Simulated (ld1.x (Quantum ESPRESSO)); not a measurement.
Varying the TM potential for Tm

Base potential:

```json
{
 "Element": "Tm",
 "Generator": "ld1.x (Quantum ESPRESSO) 7.5",
 "Type": "norm-conserving Troullier–Martins (Kleinman–Bylander form)",
 "Functional": "revPBE",
 "Relativity": "scalar-relativistic",
 "Frozen core": "[Kr]",
 "Valence charge": "33",
 "Reference configuration": "4d10 4f13 5s2 5p6 5d0 6s1 6p1",
 "Partial waves": "5s (bound): rc 1.15 bohr; 5p (bound): rc 2.45 bohr; 4d (bound): rc 0.50 bohr; 4f (bound): rc 1.30 bohr",
 "Local potential": "all-electron potential smoothed inside 1.40 bohr (lloc = -1)",
 "Core correction": "Bessel-smoothed model core inside 0.50 bohr"
}
```

Occupied shells without a wave of their own: 6p, 6s. They enter only through the test configuration that unscreens the potential, and ld1.x also counts them in the model core charge.

Cutoffs, loose and tight: the cutoffs (Ry, on a coarse ladder) from which the occupation-weighted sum of valence levels, in a spherical-Bessel basis at the reference potential, stays within 10 and 1 mRy of its value at 400 Ry. They do not see the model core or the augmentation charge, which bear on the density cutoff. Test errors are all-electron minus pseudo excitation energies from the reference, over the configurations 4d10 4f13 5s2 5p6 5d0 6s2 6p0; 4d10 4f13 5s2 5p6 5d0 6s1 6p0; 4d10 4f13 5s2 5p6 5d0 6s0 6p0; 4d10 4f12 5s2 5p6 5d1 6s1 6p0; 4d10 4f13 5s1 5p6 5d0 6s2 6p0; 4d10 4f13 5s2 5p6 5d0 6s0 6p2; 4d10 4f13 5s2 5p6 5d1 6s0 6p0. A dash means not determined; rows that change the core or the reference have their own tests. The largest error is taken over the tests solved by every variant that gives reliable tests at all: 4d10 4f12 5s2 5p6 5d1 6s1 6p0; 4d10 4f13 5s1 5p6 5d0 6s2 6p0; 4d10 4f13 5s2 5p6 5d0 6s0 6p0; 4d10 4f13 5s2 5p6 5d0 6s0 6p2; 4d10 4f13 5s2 5p6 5d1 6s0 6p0.

With those shells counted twice in exchange and correlation these files are broken, and their errors move erratically; no question is asked of them.

Cutoffs are not given where the Bessel-basis levels miss the radial ones by over 6 mRy, ghosts where they miss by over 20 mRy; a channel whose overlap is not positive is not tested.

```tsv
change	outcome	bound ghosts	largest test error (meV)
base	generated	not determined	-1194
core correction Bessel-smoothed model core inside 0.52 bohr	generated	not determined	-1194
reference 4d10 4f13 5s2 5p6 5d0 6s1.5 6p0.5	generated	not determined	-1184
core [Xe], valence charge 15; reference 4f13 5d0 6s0.5 6p0; waves now 6s (bound): rc 2.40 bohr; 5d (bound): rc 2.70 bohr; 4f (bound): rc 0.70 bohr; 6p (bound): rc 3.90 bohr; local potential the p channel; core correction none	failed: run_pseudo: Errors in PS-KS equation	–	–
wave 5p (bound): rc 2.45 bohr becomes 5p (bound): rc 3.24 bohr	failed: run_pseudo: Errors in PS-KS equation	–	–
local potential all-electron potential smoothed inside 2.56 bohr (lloc = -1)	generated, misses its reference levels by 0.38 eV	not determined	no test is counted, since the test run did not reproduce the reference configuration
functional LDA (PZ)	generated	not determined	-1182
wave 4f (bound): rc 1.30 bohr becomes 4f (bound): rc 1.52 bohr	generated	not determined	-1154
type PAW; waves now 5s (bound): rc 1.15 bohr; 6s (bound): rc 1.15 bohr; 5p (bound): rcut 2.15, rcutus 2.45 bohr; 6p (bound): rcut 2.15, rcutus 2.45 bohr; 4d (bound): rc 0.50 bohr; 5d (bound): rc 0.50 bohr; 4f (bound): rcut 1.15, rcutus 1.30 bohr; 4f channel at 3.1 Ry: rcut 1.15, rcutus 1.30 bohr; local potential all-electron potential smoothed inside 0.85 bohr (lloc = -1); augmentation PSQ, inside the norm-conserving radii	failed: invmat: error in DGETRF	–	–
wave 5s (bound): rc 1.15 bohr becomes 5s (bound): rc 0.76 bohr	generated, misses its reference levels by 0.73 eV	not determined	-2040
wave 4d (bound): rc 0.50 bohr becomes 4d (bound): rc 0.44 bohr	generated	not determined	-1195
all radii but the core radius scaled by about 0.91 (s 1.04, p 2.24, d 0.46, f 1.18 bohr); local potential all-electron potential smoothed inside 1.28 bohr (lloc = -1)	failed: run_pseudo: Errors in PS-KS equation	–	–
local potential all-electron potential smoothed inside 0.60 bohr (lloc = -2)	failed: run_pseudo: Errors in PS-KS equation	–	–
```
